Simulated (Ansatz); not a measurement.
Ideal-gas functions of `B[CH]([InH2])I` at 600 K and 1 bar, from an Ansatz frequency run at PBE0-D4/def2-TZVP.

Molar mass 269.58 g/mol, point group C1 (symmetry number 1), electronic degeneracy 1, moments of inertia 103.1, 676.939, 749.591 u Å². Harmonic wavenumbers (cm⁻¹, unscaled): 61, 150, 171, 220, 373, 443, 475, 519, 523, 587, 831, 951, 1007, 1039, 1126, 1230, 1829, 1846, 2562, 2648, 3141.

Use S(trans) = R[1.5 ln M + 2.5 ln T − 1.1517]; rotational temperatures θ = 24.2544 K / I; S(rot) = R[ln(√π/σ · √(T³/θAθBθC)) + 1.5]; for each mode x = 1.438777 ν̃/T, S = R[x/(eˣ − 1) − ln(1 − e⁻ˣ)] and H = RT x/(eˣ − 1); 1 cm⁻¹ = 0.0119627 kJ/mol; R = 8.31446 J/(mol·K).

Q: By hand: the entropy, in J/(mol·K).

A: Translation 193.2. Rotation: θ = 0.2353, 0.0358, 0.0324 K, giving 131.1. Vibration, mode by mode: 24.30, 16.86, 15.78, 13.73, 9.51, 8.19, 7.67, 7.01, 6.96, 6.13, 3.83, 3.06, 2.75, 2.59, 2.20, 1.80, 0.56, 0.55, 0.13, 0.11, 0.04, in all 133.8. Electronic 0.0. Sum 458.1 J/(mol·K).

Q: By hand: H − E and G − E in kJ/mol, counted from the electronic energy.

A: Zero-point energy ½ × 21732 × 0.0119627 = 130.0; thermal vibration 40.1; translation, rotation and pV give 4 RT = 20.0. H − E = 190.1 kJ/mol, and G − E = 190.1 − 600 × 458.1/1000 = -84.8 kJ/mol.

Vibration gives 29 % of the entropy, 24.3 J/(mol·K) of it from the mode under 150 cm⁻¹: soft modes count most, and the harmonic formula is weakest for them. The sum counts one conformer and one mirror image; others add a mixing term.
